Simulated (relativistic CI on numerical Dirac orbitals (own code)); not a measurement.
Mn²⁺ in a cubic cluster: L2,3 absorption with charge transfer

Computed with a charge-transfer multiplet model of a cubic metal-ligand cluster with up to 3 ligand holes, Slater and spin-orbit integrals from Dirac-Coulomb-Breit ions, Slater integrals scaled by 0.8. The parameters are those of a tetrahedral site (10Dq negative, t2 hopping the larger). The ground state mixes d5 with configurations of k ligand holes L, whose averages lie at kΔ + k(k − 1)U_dd/2; a core hole lowers each added d electron by U_cd. 300 K, Lorentzian 0.4 eV and Gaussian 0.3 eV FWHM.

Atomic integrals in eV (Slater integrals scaled, ζ unscaled), ground: F2dd 8.204, F4dd 5.095, zeta_d 0.037; with the core hole: F2dd 8.873, F4dd 5.517, zeta_d 0.052, zeta_core 6.792, F2cd 5.084, G1cd 3.747, G3cd 2.127.

Cluster parameters (eV): Δ = 5.8, U_dd = 6.5, U_cd = 8.2, 10Dq(ligand) = 0, V(eg) = 1.27, V(t2g) = -2.17, final-state hopping factor = 0.9.

```
           Case   n_d    d5   d6L  d7L2  d8L3     S
10Dq = -1.15 eV  5.20  0.81  0.18  0.01  0.00  2.50
10Dq = -0.85 eV  5.20  0.81  0.18  0.01  0.00  2.50
10Dq = -0.25 eV  5.20  0.81  0.18  0.01  0.00  2.50
```

Weights, n_d and S are thermal averages at 300 K. Photon energies count from the first peak over 30 % of the highest in each spectrum, which can be another peak from case to case. The parameters are a model scan and need not match a compound or its usual spin state. Peaks in eV (height, largest 100):
- 10Dq = -1.15 eV: -2.1 (21), 0.0 (100), 2.1 (11), 2.9 (11), 9.1 (10), 10.7 (16), 11.3 (17), 12.0 (18)
- 10Dq = -0.85 eV: -1.9 (17), 0.0 (100), 2.3 (10), 3.0 (11), 9.4 (10), 10.7 (15), 11.4 (17), 12.0 (20)
- 10Dq = -0.25 eV: 0.0 (100), 1.1 (43), 3.2 (12), 10.5 (17), 12.0 (23)

Curve for 10Dq = -1.15 eV (points under 2 left out, the grid thinned):

```
E (eV)  Intensity
  -3.1        2.1
  -2.7        4.4
  -2.4       11.9
  -2.0       18.9
  -1.7       10.9
  -1.3       11.1
  -1.0       15.0
  -0.6       35.7
  -0.3       71.3
   0.1       91.1
   0.4       50.9
   0.8       39.5
   1.1       29.9
   1.5       16.3
   1.8       11.5
   2.2       11.1
   2.5        9.9
   2.9       11.2
   3.2        9.3
   3.6        6.3
   3.9        4.2
   4.3        2.8
   4.7        2.8
   5.0        3.4
   5.4        2.7
   5.7        2.0
   7.3        2.0
   7.6        2.1
   8.0        2.6
   8.3        3.2
   8.7        5.7
   9.0        9.8
   9.4        7.9
   9.7        7.5
  10.1       10.0
  10.4       13.6
  10.8       16.0
  11.1       16.1
  11.5       15.1
  11.8       15.9
  12.2       16.3
  12.5        8.7
  12.9        3.6
  13.2        2.6
  13.6        2.0
```

For the case 10Dq = -0.25 eV, Δ = 5.8 eV is smaller than U_dd = 6.5 eV, the charge-transfer side of the Zaanen-Sawatzky-Allen scheme. With the core hole the configuration with one ligand hole lies at Δ + U_dd − U_cd = 4.1 eV above the one without, against Δ in the ground state. The added d electron screens the hole, so the order of the configurations is kept and charge-transfer satellites are weaker than in photoemission.
